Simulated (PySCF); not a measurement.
Spinor energies of Xe(24+) (xenon, charge +24)

Start: [Ar] 3d10 4s2. Calculated with PySCF 2.14 in an even-tempered Gaussian basis (17 s from 1.8 bohr⁻², ratio 2.8; 13 p from 2.3 bohr⁻², ratio 2.8; 8 d from 4.2 bohr⁻², ratio 2.8; 4 f from 11 bohr⁻², ratio 3): generalised Hartree-Fock with the X2C-1e Hamiltonian and a Gaussian nucleus; one run each with spin-orbit coupling (SO) switched off, then screened by Boettger's factors.

```
spinor shell  electrons  ε, spin-free (eV)  ε, screened SO (eV)  weight of nominal j (screened SO)  rms radius, screened SO (bohr)
       1s1/2          2           -35496.2             -35492.8                              1.000                          0.0305
       2s1/2          2            -6256.2              -6255.2                              1.000                           0.124
       2p1/2          2            -5685.8              -5913.0                              1.000                           0.107
       2p3/2          4            -5685.8              -5584.2                              1.000                           0.112
       3s1/2          2            -1876.4              -1876.2                              1.000                           0.321
       3p1/2          2            -1685.9              -1731.7                              1.000                           0.314
       3p3/2          4            -1685.9              -1665.3                              1.000                           0.325
       3d3/2          4            -1412.1              -1420.4                              1.000                           0.295
       4s1/2          2            -813.45              -813.41                              1.000                           0.699
```

Question: Where does 3d5/2 lie, and what is the 3d spin-orbit splitting (screened SO)?

Answer: At -1406.5 eV, 13.941 eV above 3d3/2.

| quantity | spin-free | screened SO |
| --- | --- | --- |
| E (hartree) | -7174.39566 | -7176.75414 |
| M_J | 0 | 0 |
| ⟨J²⟩ | 0.000 | 0.000 |
| ⟨L²⟩ | 0.000 | 0.016 |
| ⟨S²⟩ | 0.000 | 0.016 |

Breit and QED terms are absent; they matter most for the inner s and p1/2 levels.

Densities and radii are taken from the X2C orbitals without a picture-change correction, which distorts them close to the nucleus.

Without spin-orbit coupling the j labels of p, d and f shells carry no meaning; the spin-free column gives the mean over the occupied spinors of each nl shell.
